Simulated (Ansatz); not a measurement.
`[CH3][Ge]([CH3])([F])[F]` + `[NH2][AlH][Cl]` → `C[NH][AlH][Cl]` + `[CH3][GeH]([F])[F]` at 600 K and 1 bar (substitution at a C–Ge bond).

Gas-phase electronic energies from Ansatz, PBE0-D4/def2-TZVP geometries. CBS: MP2 limit from def2 TZ/QZ plus the TZ coupled-cluster correction, frozen cores. For Ge outer-core shells are correlated without core-valence functions, which leaves a few kJ/mol of doubt a bond. Scalar relativity is left out up to krypton. One conformer a species, not always the lowest.

```tsv
species	CCSD(T)/CBS energy (Eh)	H − E (kJ/mol)	S (J/(mol·K))
`[CH3][Ge]([CH3])([F])[F]`	-2355.52488	271.4	459.1
`[NH2][AlH][Cl]`	-758.40905	131.1	353.8
`C[NH][AlH][Cl]`	-797.65353	218.3	405.3
`[CH3][GeH]([F])[F]`	-2316.24489	180.2	399.2
```

H − E and S are ideal-gas, rigid-rotor, harmonic terms from PBE0-D4/def2-TZVP, for one conformer and one mirror image of each species. 1 Eh = 2625.50 kJ/mol, R = 8.31446 J/(mol·K).

Problem. By hand: ΔE, ΔH, ΔS and ΔG.

Solution. ΔE = (-797.65353) + (-2316.24489) − (-2355.52488) − (-758.40905) = 0.03551 Eh = 93.2 kJ/mol. Δ(H − E) = 218.3 + 180.2 − 271.4 − 131.1 = -4.0, so ΔH = 89.2 kJ/mol. ΔS = 405.3 + 399.2 − 459.1 − 353.8 = -8.4 J/(mol·K). ΔG = 89.2 − 600 × (-8.4)/1000 = 94.2 kJ/mol.

Problem. By hand: the equilibrium constant, and the temperature at which ΔG would vanish if ΔH and ΔS stayed fixed.

Solution. log₁₀ K = −ΔG/(RT ln 10) = -8.2. ΔH and −TΔS have one sign here, so there is no such temperature.

The number of gas molecules stays the same, so ΔS is small and ΔH decides. A doubt of 5 kJ/mol in ΔE shifts log₁₀ K by 0.4 here. Other conformers and mirror images would add mixing entropy, several J/(mol·K) or more a flexible species. These are equilibria of isolated gas molecules and say nothing of rates. Largest T1 diagnostic: 0.012 (customary marks: 0.02 for closed shells, 0.045 for open ones).

ΔS is within the doubt of such terms, so its sign, and with it that verdict, could turn.
